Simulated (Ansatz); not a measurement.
Relaxation of Ge₃O₇H₂ with RKS r2SCAN-D4/def2-SVP.

```sh
$ ansatz run in.yaml --threads 4 --pin off --events-out ev --progress --plain --max-ram 6963MiB
```

```yaml
crystal:
  periodic: [false, false, false]
  atoms:
    - {symbol: Ge, position_ang: [1.092340, 0.953260, 1.254930]}
    - {symbol: Ge, position_ang: [1.427220, -0.767900, -1.396610]}
    - {symbol: Ge, position_ang: [-1.689540, -0.382020, 0.562470]}
    - {symbol: O, position_ang: [-3.285300, -0.041320, 1.063690]}
    - {symbol: O, position_ang: [-0.641410, 0.715530, 1.390820]}
    - {symbol: O, position_ang: [1.844140, 2.054480, 2.147960]}
    - {symbol: O, position_ang: [2.032810, 0.351220, -2.581010]}
    - {symbol: O, position_ang: [0.567690, 0.411810, -2.316050]}
    - {symbol: O, position_ang: [1.825210, -0.207590, 0.225450]}
    - {symbol: O, position_ang: [-1.258190, -1.575060, -0.430390]}
    - {symbol: H, position_ang: [-3.315440, 0.684420, 1.690520]}
    - {symbol: H, position_ang: [1.400480, -2.196840, -1.611760]}
basis:
  gaussian: {orbitals: def2-SVP}
hamiltonian: {xc: r2scan, dispersion: d4}
scf: {lower_state_search: "off"}
output: {orbitals: {seedname: orbitals}}
relax: {f_tol: 0.03, max_steps: 70}
```

It took 3.3 min on 4 threads of Intel Xeon on a shared host.

Positions (Å) and forces (eV/Å) at steps 1, 2, 3, 4, 5, 6, 7, 8, 9, 10, 11, 12, 13, 14, 15, 16, 17, 18, 19, 20, 21, 22, 24 of 24:

```xyz
12
step=1 energy=-183874.9637 eV
Ge    1.092    0.953    1.255    0.064    0.133   -0.013
Ge    1.427   -0.768   -1.397   -0.183   -0.730    1.323
Ge   -1.690   -0.382    0.562   -0.130    0.033    0.068
O    -3.285   -0.041    1.064   -0.811   -0.080    0.023
O    -0.641    0.716    1.391   -0.104    0.374    0.241
O     1.844    2.054    2.148    0.539    0.859    0.697
O     2.033    0.351   -2.581    2.348    0.767   -1.209
O     0.568    0.412   -2.316   -2.732    1.127   -0.334
O     1.825   -0.208    0.225    0.084   -0.745   -0.096
O    -1.258   -1.575   -0.430    0.945   -0.884   -1.040
H    -3.315    0.684    1.691   -0.119    0.466    0.390
H     1.400   -2.197   -1.612    0.099   -1.319   -0.051
12
step=2 energy=-183875.3721 eV
Ge    1.118    0.986    1.279    0.418    0.077   -0.072
Ge    1.339   -0.790   -1.368   -0.546   -0.736    0.495
Ge   -1.631   -0.376    0.535   -0.101    0.054   -0.123
O    -3.261   -0.073    1.015   -0.271   -0.024    0.068
O    -0.630    0.767    1.390   -0.270    0.121    0.115
O     1.905    2.081    2.174    0.165    0.322    0.253
O     1.972    0.347   -2.557    1.332    0.403   -0.622
O     0.470    0.426   -2.279   -1.461    0.538   -0.036
O     1.781   -0.250    0.260   -0.053   -0.322    0.172
O    -1.104   -1.503   -0.524    0.627   -0.167   -0.323
H    -3.327    0.647    1.662    0.012    0.065    0.040
H     1.366   -2.264   -1.586    0.149   -0.330    0.032
12
step=3 energy=-183875.6529 eV
Ge    1.142    1.009    1.290    0.564   -0.237   -0.272
Ge    1.206   -0.818   -1.345   -0.564   -0.422   -0.084
Ge   -1.581   -0.332    0.480    0.055    0.152    0.133
O    -3.233   -0.126    0.991    0.124    0.003   -0.068
O    -0.633    0.832    1.384   -0.296   -0.030   -0.095
O     1.965    2.096    2.180   -0.100   -0.004   -0.018
O     1.942    0.336   -2.512    0.128    0.057    0.026
O     0.384    0.466   -2.254   -0.180    0.035    0.108
O     1.704   -0.319    0.298   -0.152    0.206    0.407
O    -0.928   -1.439   -0.563    0.217    0.213    0.013
H    -3.330    0.608    1.629    0.124   -0.176   -0.171
H     1.361   -2.312   -1.578    0.081    0.204    0.023
12
step=4 energy=-183875.7841 eV
Ge    1.190    1.009    1.277    0.529   -0.313   -0.361
Ge    1.044   -0.859   -1.287    0.230   -0.346   -0.445
Ge   -1.496   -0.306    0.451    0.184    0.738    0.276
O    -3.170   -0.163    0.885    0.104   -0.106   -0.076
O    -0.615    0.921    1.333   -0.314   -0.224   -0.093
O     2.040    2.103    2.134   -0.172   -0.053   -0.041
O     1.825    0.363   -2.383   -0.303    0.100    0.155
O     0.241    0.496   -2.131    0.338    0.083   -0.055
O     1.631   -0.412    0.364    0.008    0.390    0.513
O    -0.760   -1.380   -0.586   -0.682   -0.480    0.296
H    -3.298    0.556    1.536    0.085   -0.141   -0.162
H     1.369   -2.328   -1.591   -0.008    0.351   -0.006
12
step=5 energy=-183875.8975 eV
Ge    1.222    0.998    1.233    0.178   -0.074   -0.132
Ge    1.022   -0.884   -1.263    0.059   -0.135   -0.125
Ge   -1.496   -0.257    0.405    0.502    0.162    0.104
O    -3.158   -0.184    0.876   -0.032    0.045   -0.082
O    -0.597    0.952    1.273   -0.155   -0.014   -0.045
O     2.066    2.094    2.089   -0.097    0.040   -0.001
O     1.771    0.421   -2.288   -0.123    0.134    0.120
O     0.201    0.513   -2.035    0.039   -0.053    0.047
O     1.636   -0.459    0.395    0.030   -0.029    0.088
O    -0.778   -1.461   -0.509   -0.309   -0.120    0.101
H    -3.302    0.570    1.478   -0.007   -0.092   -0.085
H     1.413   -2.302   -1.655   -0.084    0.137    0.009
12
step=6 energy=-183875.9965 eV
Ge    1.271    0.987    1.190    0.032    0.111    0.010
Ge    0.998   -0.907   -1.232   -0.098    0.058    0.075
Ge   -1.439   -0.261    0.410    0.148   -0.194   -0.354
O    -3.130   -0.166    0.778    0.130    0.056   -0.006
O    -0.555    0.974    1.230    0.070    0.072    0.151
O     2.091    2.108    2.036   -0.009    0.051   -0.018
O     1.673    0.528   -2.157   -0.115   -0.004    0.211
O     0.109    0.510   -1.907   -0.087   -0.175    0.050
O     1.660   -0.514    0.426   -0.027   -0.226   -0.123
O    -0.770   -1.558   -0.434   -0.032    0.236    0.151
H    -3.300    0.585    1.375   -0.043   -0.036   -0.079
H     1.392   -2.286   -1.715    0.030    0.052   -0.070
12
step=7 energy=-183876.1304 eV
Ge    1.310    0.981    1.161   -0.041    0.022    0.048
Ge    0.965   -0.940   -1.203   -0.043   -0.129    0.343
Ge   -1.394   -0.219    0.359    0.039   -0.156   -0.337
O    -3.091   -0.151    0.710    0.122    0.099   -0.044
O    -0.521    0.984    1.235    0.207    0.106    0.090
O     2.121    2.116    1.996    0.067    0.031   -0.057
O     1.571    0.609   -2.012   -0.419    0.062    0.299
O    -0.001    0.450   -1.843   -0.031   -0.059   -0.084
O     1.657   -0.566    0.453   -0.025   -0.153   -0.119
O    -0.753   -1.598   -0.381    0.148    0.085    0.006
H    -3.292    0.596    1.300   -0.020   -0.018   -0.087
H     1.428   -2.264   -1.777   -0.003    0.109   -0.058
12
step=8 energy=-183876.3157 eV
Ge    1.344    0.967    1.155   -0.112    0.141   -0.017
Ge    0.938   -0.962   -1.165    0.056   -0.361    0.441
Ge   -1.356   -0.194    0.310   -0.026   -0.007   -0.399
O    -3.056   -0.133    0.648    0.087    0.101   -0.074
O    -0.488    0.988    1.227    0.268    0.060    0.041
O     2.155    2.124    1.959    0.102   -0.025   -0.051
O     1.457    0.680   -1.874   -0.574    0.074    0.356
O    -0.096    0.389   -1.814   -0.134    0.102   -0.018
O     1.662   -0.604    0.479    0.025   -0.235   -0.104
O    -0.737   -1.635   -0.344    0.289    0.010   -0.010
H    -3.276    0.610    1.237    0.011    0.001   -0.098
H     1.453   -2.230   -1.817    0.009    0.138   -0.067
12
step=9 energy=-183876.5624 eV
Ge    1.376    0.962    1.129   -0.250    0.128   -0.093
Ge    0.919   -0.989   -1.127    0.117   -0.527    0.633
Ge   -1.324   -0.169    0.257   -0.031    0.064   -0.469
O    -3.026   -0.113    0.588    0.065    0.098   -0.116
O    -0.455    0.990    1.208    0.281    0.034   -0.038
O     2.188    2.122    1.928    0.160   -0.018   -0.058
O     1.331    0.740   -1.734   -0.570    0.056    0.402
O    -0.183    0.338   -1.774   -0.334    0.274    0.106
O     1.671   -0.643    0.506    0.137   -0.277   -0.147
O    -0.716   -1.667   -0.304    0.364   -0.008   -0.021
H    -3.258    0.624    1.178    0.040    0.015   -0.107
H     1.478   -2.193   -1.855    0.020    0.161   -0.092
12
step=10 energy=-183876.8493 eV
Ge    1.404    0.952    1.096   -0.351    0.200   -0.168
Ge    0.901   -1.017   -1.080    0.299   -0.677    0.678
Ge   -1.300   -0.154    0.211   -0.107    0.176   -0.470
O    -3.005   -0.094    0.528    0.037    0.080   -0.145
O    -0.426    0.991    1.177    0.269   -0.038   -0.039
O     2.219    2.119    1.886    0.178   -0.053   -0.084
O     1.210    0.782   -1.587   -0.469    0.037    0.403
O    -0.261    0.306   -1.720   -0.526    0.369    0.210
O     1.698   -0.681    0.527    0.201   -0.323   -0.149
O    -0.698   -1.698   -0.263    0.426    0.009   -0.032
H    -3.241    0.640    1.120    0.050    0.029   -0.107
H     1.499   -2.145   -1.895   -0.008    0.190   -0.096
12
step=11 energy=-183877.1363 eV
Ge    1.428    0.941    1.053   -0.462    0.258   -0.205
Ge    0.895   -1.047   -1.029    0.409   -0.738    0.679
Ge   -1.288   -0.148    0.183   -0.145    0.211   -0.414
O    -2.996   -0.073    0.462    0.004    0.059   -0.138
O    -0.400    0.982    1.156    0.185   -0.127    0.047
O     2.254    2.116    1.820    0.191   -0.064   -0.104
O     1.097    0.812   -1.431   -0.275   -0.041    0.287
O    -0.332    0.284   -1.657   -0.564    0.465    0.234
O     1.736   -0.722    0.550    0.244   -0.317   -0.188
O    -0.677   -1.725   -0.216    0.432    0.052   -0.039
H    -3.234    0.662    1.052    0.034    0.038   -0.090
H     1.517   -2.083   -1.944   -0.052    0.204   -0.068
12
step=12 energy=-183877.4727 eV
Ge    1.425    0.938    0.974   -0.286    0.122    0.050
Ge    0.912   -1.108   -0.939    0.718   -0.638    0.242
Ge   -1.289   -0.123    0.130   -0.176    0.017    0.173
O    -2.999   -0.041    0.375   -0.048    0.004   -0.169
O    -0.389    0.935    1.170    0.107   -0.122    0.227
O     2.279    2.110    1.724    0.125   -0.094   -0.211
O     0.998    0.809   -1.266   -0.160   -0.287    0.161
O    -0.420    0.313   -1.547   -0.379    0.652   -0.461
O     1.823   -0.767    0.565    0.202    0.034   -0.057
O    -0.629   -1.733   -0.168    0.018    0.032    0.054
H    -3.229    0.681    0.983    0.013    0.027   -0.068
H     1.518   -2.016   -2.002   -0.133    0.253    0.057
12
step=13 energy=-183877.7806 eV
Ge    1.409    0.916    0.950   -0.043    0.365    0.416
Ge    0.960   -1.183   -0.836    1.011   -0.323   -0.057
Ge   -1.298   -0.111    0.115   -0.027    0.200    0.494
O    -3.018   -0.001    0.264    0.009   -0.041   -0.036
O    -0.382    0.835    1.277   -0.121   -0.367   -0.079
O     2.330    2.124    1.556   -0.044   -0.132   -0.149
O     0.906    0.759   -1.107   -0.402   -1.079   -0.490
O    -0.524    0.407   -1.507   -0.234    0.992   -0.201
O     1.952   -0.783    0.584   -0.086   -0.143   -0.107
O    -0.605   -1.743   -0.117    0.236    0.314   -0.196
H    -3.250    0.706    0.889   -0.052   -0.002   -0.043
H     1.520   -1.926   -2.067   -0.247    0.215    0.447
12
step=14 energy=-183878.2008 eV
Ge    1.393    0.903    0.959    0.011    0.028    0.342
Ge    1.034   -1.227   -0.772    0.758   -0.795   -0.790
Ge   -1.298   -0.085    0.120   -0.143   -0.322   -0.437
O    -3.021    0.014    0.216   -0.036   -0.057    0.125
O    -0.391    0.756    1.338    0.501    0.138    0.333
O     2.347    2.130    1.455   -0.080   -0.013   -0.015
O     0.843    0.630   -1.079   -1.180   -0.481   -0.688
O    -0.640    0.561   -1.482    0.585    0.924    0.345
O     2.019   -0.804    0.607    0.116    0.384    0.354
O    -0.550   -1.703   -0.133   -0.322    0.242   -0.094
H    -3.269    0.715    0.841   -0.100   -0.038   -0.033
H     1.533   -1.889   -2.071   -0.109   -0.011    0.558
12
step=15 energy=-183878.4075 eV
Ge    1.392    0.891    0.961    0.180    0.337    0.346
Ge    1.066   -1.259   -0.772    0.765   -0.780   -1.036
Ge   -1.280   -0.064    0.098   -1.924   -0.005    0.368
O    -3.050    0.017    0.245    1.193   -0.402   -0.221
O    -0.359    0.692    1.374    0.268    0.085    0.244
O     2.342    2.137    1.417   -0.086   -0.010   -0.018
O     0.774    0.585   -1.111   -0.915   -0.030   -0.515
O    -0.716    0.736   -1.422    1.121    0.375   -0.010
O     2.043   -0.785    0.603   -0.030    0.089   -0.013
O    -0.559   -1.672   -0.211   -0.214   -0.089   -0.185
H    -3.321    0.728    0.841    0.040    0.126    0.130
H     1.667   -2.006   -2.022   -0.398    0.303    0.910
12
step=16 energy=-183878.3604 eV rejected
Ge    1.382    0.909    1.012   -0.116   -0.405   -0.318
Ge    1.075   -1.267   -0.821   -0.295   -0.335   -0.388
Ge   -1.305   -0.054    0.109    2.694    0.373   -1.096
O    -2.961   -0.019    0.277   -2.349   -0.017    0.397
O    -0.355    0.655    1.429    0.040   -0.108   -0.301
O     2.308    2.176    1.432    0.093    0.171    0.096
O     0.741    0.543   -1.204   -1.027    0.913   -0.102
O    -0.757    0.918   -1.403    1.327   -1.210    1.025
O     2.014   -0.757    0.573    0.021    0.115    0.048
O    -0.605   -1.643   -0.333    0.114    0.112   -0.006
H    -3.263    0.703    0.846   -0.161    0.006    0.053
H     1.727   -2.164   -1.917   -0.341    0.385    0.592
12
step=17 energy=-183878.5642 eV
Ge    1.411    0.898    0.954    0.032    0.187    0.208
Ge    1.058   -1.261   -0.796    0.148   -0.099    0.049
Ge   -1.280   -0.042    0.110   -0.834    0.151    0.075
O    -3.018   -0.031    0.251    0.301   -0.111   -0.010
O    -0.332    0.684    1.391    0.135    0.043    0.119
O     2.355    2.148    1.404   -0.010    0.046    0.008
O     0.779    0.596   -1.139   -0.509   -0.072   -0.220
O    -0.681    0.822   -1.385    0.559    0.098    0.077
O     2.024   -0.784    0.594    0.003   -0.059   -0.175
O    -0.589   -1.644   -0.259    0.070   -0.096   -0.239
H    -3.369    0.671    0.820    0.128   -0.010   -0.002
H     1.642   -2.056   -1.946   -0.024   -0.078    0.112
12
step=18 energy=-183878.6037 eV
Ge    1.416    0.894    0.978    0.104    0.243   -0.037
Ge    1.053   -1.264   -0.796    0.044   -0.116   -0.438
Ge   -1.290   -0.018    0.091   -0.191   -0.095    0.011
O    -3.011   -0.047    0.276   -0.009   -0.003    0.017
O    -0.322    0.654    1.399    0.006   -0.026    0.020
O     2.333    2.176    1.402   -0.069   -0.122    0.016
O     0.768    0.590   -1.171   -0.155    0.049    0.023
O    -0.668    0.885   -1.369    0.233   -0.032    0.009
O     2.031   -0.775    0.565    0.124    0.062    0.243
O    -0.613   -1.625   -0.338   -0.141    0.075    0.073
H    -3.363    0.657    0.844    0.089   -0.024   -0.014
H     1.668   -2.127   -1.882   -0.037   -0.011    0.077
12
step=19 energy=-183878.6044 eV
Ge    1.406    0.903    0.974   -0.076    0.006    0.024
Ge    1.058   -1.253   -0.830    0.007   -0.109    0.141
Ge   -1.302   -0.005    0.057    0.083    0.086    0.090
O    -3.020    0.020    0.243   -0.227    0.136    0.233
O    -0.341    0.661    1.376    0.063    0.007   -0.068
O     2.310    2.174    1.445    0.016   -0.001    0.002
O     0.782    0.598   -1.201   -0.076   -0.039    0.015
O    -0.645    0.885   -1.403    0.005    0.037   -0.019
O     2.018   -0.764    0.563    0.003    0.005   -0.050
O    -0.616   -1.606   -0.358    0.029   -0.027   -0.097
H    -3.339    0.585    0.974    0.242   -0.205   -0.299
H     1.688   -2.199   -1.839   -0.068    0.103    0.027
12
step=20 energy=-183878.6020 eV rejected
Ge    1.411    0.911    0.968   -0.025   -0.032    0.010
Ge    1.052   -1.261   -0.814    0.039   -0.027    0.024
Ge   -1.299   -0.011    0.071    0.055   -0.028    0.027
O    -3.016   -0.019    0.269    0.320   -0.751   -0.739
O    -0.328    0.657    1.381   -0.036    0.013   -0.031
O     2.321    2.176    1.445    0.007    0.008   -0.012
O     0.771    0.593   -1.187    0.002    0.011    0.010
O    -0.655    0.885   -1.388    0.006    0.027   -0.013
O     2.021   -0.762    0.566    0.008   -0.006   -0.032
O    -0.622   -1.614   -0.358   -0.016    0.016    0.001
H    -3.326    0.616    0.903   -0.342    0.747    0.742
H     1.669   -2.172   -1.855   -0.017    0.022    0.013
12
step=21 energy=-183878.6100 eV
Ge    1.405    0.905    0.983   -0.027    0.096   -0.017
Ge    1.065   -1.256   -0.812   -0.163   -0.083   -0.075
Ge   -1.298   -0.004    0.054   -0.030   -0.088    0.009
O    -3.017   -0.009    0.248   -0.095    0.137    0.165
O    -0.341    0.664    1.373    0.069    0.023    0.001
O     2.313    2.175    1.452   -0.010   -0.025    0.004
O     0.772    0.593   -1.197    0.048    0.006    0.036
O    -0.654    0.886   -1.407    0.057    0.003    0.002
O     2.029   -0.758    0.568    0.005   -0.002    0.003
O    -0.613   -1.607   -0.358    0.036    0.000   -0.007
H    -3.314    0.600    0.947    0.079   -0.128   -0.161
H     1.653   -2.190   -1.852    0.029    0.062    0.040
12
step=22 energy=-183878.6134 eV
Ge    1.401    0.909    0.973   -0.003   -0.029   -0.038
Ge    1.057   -1.264   -0.813    0.053    0.049    0.031
Ge   -1.302   -0.023    0.062    0.061    0.081    0.024
O    -3.020   -0.016    0.266   -0.030    0.013    0.034
O    -0.340    0.656    1.374   -0.040   -0.022   -0.024
O     2.312    2.176    1.443   -0.004    0.002    0.002
O     0.770    0.591   -1.184    0.009   -0.010   -0.002
O    -0.655    0.881   -1.394   -0.009   -0.007    0.014
O     2.020   -0.761    0.568   -0.008   -0.009   -0.010
O    -0.618   -1.621   -0.363   -0.025   -0.031   -0.002
H    -3.303    0.637    0.926    0.001   -0.029   -0.026
H     1.678   -2.165   -1.858   -0.007   -0.007   -0.004
12
step=24 energy=-183878.6139 eV
Ge    1.402    0.908    0.967    0.020    0.021    0.007
Ge    1.057   -1.264   -0.811    0.016   -0.005   -0.001
Ge   -1.300   -0.017    0.065   -0.014    0.002    0.002
O    -3.019   -0.023    0.268    0.002    0.001   -0.003
O    -0.338    0.656    1.377   -0.007   -0.003    0.000
O     2.312    2.176    1.436   -0.003   -0.005   -0.003
O     0.775    0.593   -1.180    0.005   -0.007    0.003
O    -0.650    0.887   -1.389   -0.008    0.000    0.003
O     2.021   -0.764    0.570   -0.003   -0.010   -0.009
O    -0.620   -1.618   -0.362   -0.001    0.002   -0.005
H    -3.312    0.633    0.919   -0.002    0.000    0.000
H     1.672   -2.166   -1.859   -0.003    0.004    0.005
```

The structure holds one bond between oxygen atoms, so isomers without such links may lie far lower. The structure comes from a short search, and lower isomers may exist.
